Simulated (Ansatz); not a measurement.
`CO[Si]N` + HCl → `N[Si]Cl` + CH₃OH  (ligand exchange at the Si–O bond)

Calculated with Ansatz (gas phase, PBE0-D4/def2-TZVP geometries, no zero-point term in ΔE). CBS: MP2 limit from def2 TZ/QZ plus the TZ coupled-cluster correction, frozen cores. This one scheme is used for every species. Functionals use def2-TZVPP. Each species was taken in one conformer, which may not be the lowest.

`CO[Si]N`:

```xyz
9

C    -1.111   -0.738   -1.071
O    -0.280   -0.316   -0.016
Si    0.765    0.967   -0.154
N     1.405    0.898    1.425
H    -0.883   -1.777   -1.324
H    -0.980   -0.125   -1.971
H    -2.157   -0.678   -0.760
H     2.106    1.545    1.747
H     1.134    0.224    2.125
```

HCl:

Cartesian coordinates in Å:
```
Cl 0.017 0.618 -0.161
H -0.017 -0.618 0.161
```

`N[Si]Cl`:

```xyz
5

N    -0.535    0.375    0.081
Si    0.051   -0.939   -0.825
Cl    1.981   -1.042    0.010
H    -1.473    0.723   -0.054
H    -0.024    0.884    0.787
```

CH₃OH:

```xyz
6

C    -0.264   -0.128   -0.202
O     0.827    0.697    0.137
H    -0.591    0.168   -1.199
H    -1.111   -0.003    0.484
H     0.009   -1.190   -0.234
H     1.131    0.456    1.014
```

```json
{"level": "LDA (SPW92)", "ΔE (eV)": "0.00"}
{"level": "BLYP-D4", "ΔE (eV)": "-0.03"}
{"level": "r2SCANh-D4", "ΔE (eV)": "-0.04"}
{"level": "CAM-B3LYP-D4", "ΔE (eV)": "0.03"}
{"level": "PBE", "ΔE (eV)": "-0.11"}
{"level": "BLYP", "ΔE (eV)": "-0.06"}
{"level": "PBE0", "ΔE (eV)": "-0.10"}
{"level": "r2SCANh", "ΔE (eV)": "-0.05"}
```

(1) What does CCSD(T)/CBS give? (Best estimate.)

Largest T1 diagnostic among the species: 0.013.

## Answers

(1) Computed: -0.02 eV. The listed levels differ from it by 0.02, -0.01, -0.02, 0.05, -0.09, -0.04, -0.08, -0.03 eV.

From BLYP to BHLYP (50 % exact exchange), in def2-TZVPP and without D4, ΔE moves by +0.03 eV. Leaving LDA and LC-ωPBE aside and taking each functional with its dispersion term where it has one, the values, not all of them listed here, spread over 0.13 eV, from revPBE-D4 to CAM-B3LYP-D4. LDA lies +0.11 eV from PBE without D4.
